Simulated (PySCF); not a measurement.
CH3AlF, SMILES [CH3][Al+][F], charge +1. Heavy atoms are numbered as in [Al+:1]([CH3:2])[F:6]. Hydrogens are named by the atom that carries them.

Coordinates come from a ωB97X-D3(BJ)/def2-TZVP optimisation. The spin state was assumed, not searched. The isomer is the one that the SMILES or the coordinates give; other isomers of the formula were not compared.

These are M06-2X/def2-TZVPD in PySCF values and carry that method's errors.

Mulliken values depend strongly on the basis, most of all with diffuse functions as here. ESP charges are fitted to the potential on shells at 1.4 to 2.0 van der Waals radii. Atomic charges (e), one atom of each kind:

```
atom      Mulliken     ESP fit
--------  --------  ----------
Al1           0.88  (withheld)
C2 (CH3)     -0.82  (withheld)
H on C2       0.31  (withheld)
F6           -0.01  (withheld)
```

**Question.** What belongs in the gaps? (The exact figures need the calculation; the answer reports its results.)

**Answer.** 
- Al1, ESP fit: 1.33
- C2 (CH3), ESP fit: -0.76
- H on C2, ESP fit: 0.25
- F6, ESP fit: -0.33
